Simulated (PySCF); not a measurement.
## Dipole response of Hg²⁺ (mercury, charge +2)

[Xe] 4f14 5d10, closed-shell 1S. Calculation: PySCF 2.14, in def2-TZVPPD with the def2 core potential (60 electrons) (6s6p3d2f1g, 62 functions); scalar relativity through the core potential. Coupled (time-dependent) response in atomic units; α is the mean over directions.

```csv
method,mean α (bohr³),C₆ (like pair),S(−4)
UHF,6.506,40.07,8.142
PBE,7.175,44.45,11.49
PBE0,6.953,43.12,10.17
B97-3,6.877,42.57,9.833
CAM-B3LYP,7.005,43.13,10.82
```

S(−4) is the Cauchy moment in α(ω) = α(0) + S(−4) ω² + …

α(iu) at PBE0:

| u (hartree) | α(iu) (bohr³) |
| --- | --- |
| 0 | 6.953 |
| 0.0500 | 6.928 |
| 0.100 | 6.854 |
| 0.200 | 6.587 |
| 0.300 | 6.219 |
| 0.500 | 5.420 |
| 0.750 | 4.562 |
| 1.00 | 3.889 |
| 1.50 | 2.893 |
| 2.00 | 2.192 |
| 3.00 | 1.329 |
| 5.00 | 0.6044 |

For an ion, C₆ is the dispersion term alone; charge-induced terms of lower order in 1/R come first.

Energies and moments cover only the electrons outside the core potential. Spin-orbit coupling, which splits the p, d and f shells strongly at this Z, is absent.
